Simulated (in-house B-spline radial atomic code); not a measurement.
# Ionising Fe XXIII (Fe22+) with different functionals

Computed with a B-spline radial code for spherical atoms: scalar-relativistic (spin-free X2C) Hamiltonian, Fermi nucleus of rms radius 3.7377 fm, spin-polarised at highest spin, spherical fractional occupations for the functionals. The ionisation energy is the difference of two self-consistent energies, [He] 2s2 → [He] 2s1, without Breit or QED terms; ε is the level of the shell that loses the electron (its least bound occupied spin orbital).

```json
{"method": "BLYP", "rung": "GGA", "ΔSCF (eV)": "?", "-ε(2s) (eV)": "?"}
{"method": "PBE", "rung": "GGA", "ΔSCF (eV)": "1947.62", "-ε(2s) (eV)": "1908.53"}
{"method": "TPSS", "rung": "meta-GGA", "ΔSCF (eV)": "1947.34", "-ε(2s) (eV)": "1910.34"}
{"method": "B97-1", "rung": "global hybrid", "ΔSCF (eV)": "1947.58", "-ε(2s) (eV)": "1916.65"}
{"method": "B3LYP", "rung": "global hybrid", "ΔSCF (eV)": "?", "-ε(2s) (eV)": "?"}
{"method": "PBE0", "rung": "global hybrid", "ΔSCF (eV)": "1947.14", "-ε(2s) (eV)": "1917.90"}
{"method": "HSE06", "rung": "range-separated hybrid", "ΔSCF (eV)": "1947.14", "-ε(2s) (eV)": "1917.45"}
```

(1) What does B3LYP give?

(2) What does BLYP give?

(3) Among the functionals, which spreads more, the ΔSCF values or the orbital energies?

(4) How do they compare with the NIST value?

## Answers

(1) ΔSCF 1946.94 eV, and -ε(2s) = 1916.25 eV.

(2) ΔSCF 1947.16 eV, and -ε(2s) = 1908.87 eV.

(3) The orbital energies: ΔSCF values span about 0.68 eV and the orbital energies 9.37 eV; here energy differences depend much less on the functional than eigenvalues do.

(4) NIST lists 1950 eV ± 1.8 (semi-empirical, ground level to ground level). Errors run from -3.46 to -2.78 eV; all lie within about twice that uncertainty, so the table can't rank the methods.
